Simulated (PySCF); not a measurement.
## C₆ coefficients of unlike pairs at UHF

Calculated with PySCF 2.14 from the dipole response of each species, C₆(A,B) = (3/π) ∫ α_A(iu) α_B(iu) du, in atomic units, from isotropic polarisabilities. For ions this is the dispersion term alone; charge-induced terms of lower order in 1/R come first.

```tsv
species	configuration	basis	relativity	α (bohr³)	C₆ (like pair)
O²⁺	[He] 2s2 2p2 (3P)	aug-cc-pCVTZ-DK (7s6p4d2f)	spin-free X2C	1.794	2.348
Hg²⁺	[Xe] 4f14 5d10 (1S)	def2-TZVPPD with the def2 core potential (60 electrons) (6s6p3d2f1g)	core potential	6.506	40.07
Kr²⁺	[Ar] 3d10 4s2 4p4 (3P)	aug-cc-pVTZ-PP with one added diffuse shell each of s, d, f type with ECP10MDF (7s5p5d3f)	core potential	7.441	36.24
Te	[Kr] 4d10 5s2 5p4 (3P)	x2c-QZVPPall with one added diffuse shell each of s, p, d, f type (14s10p8d5f1g)	spin-free X2C	38.12	419.4
```

(1) Estimate C₆ for Te with Kr²⁺.

No spin-orbit coupling is included.

The other pairs:

```json
{"pair": "Te, Hg²⁺", "C₆": "112.4"}
{"pair": "Kr²⁺, O²⁺", "C₆": "9.135"}
{"pair": "Te, O²⁺", "C₆": "28.63"}
{"pair": "Kr²⁺, Hg²⁺", "C₆": "37.02"}
{"pair": "Hg²⁺, O²⁺", "C₆": "9.642"}
```

## Answers

(1) The integral gives 116.1. The combination rule 2 C_A C_B / (C_A α_B/α_A + C_B α_A/α_B) gives 113.6 and the geometric mean 123.3.
